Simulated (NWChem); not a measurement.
Species: SiN2H4, singlet; SMILES N[Si]N

```xyz
7

Si     0.0000     0.0000    -0.6670
N      1.3343     0.0000     0.4564
H      1.3026     0.0000     1.4815
H      2.2963     0.0000     0.1117
N     -1.3343     0.0000     0.4564
H     -2.2963     0.0000     0.1117
H     -1.3026     0.0000     1.4815
```
Atoms are numbered in this order, from 1.

All runs: NWChem. Low-valent species are run as closed-shell singlets; no triplet was tried in these runs. All runs use the structure optimised with PBE-D3(BJ)/def2-SVP. Vzz is the largest principal value of the second derivative of the potential at the nucleus (NWChem prints the opposite sign); η is the asymmetry. Non-relativistic.

Problem. Predict the results for CAM-B3LYP/def2-SVP. Quantities: Vzz N5 (a.u.); η N5.

Solution. 
```json
{
 "Vzz N5 (a.u.)": "-0.799",
 "η N5": "0.50"
}
```
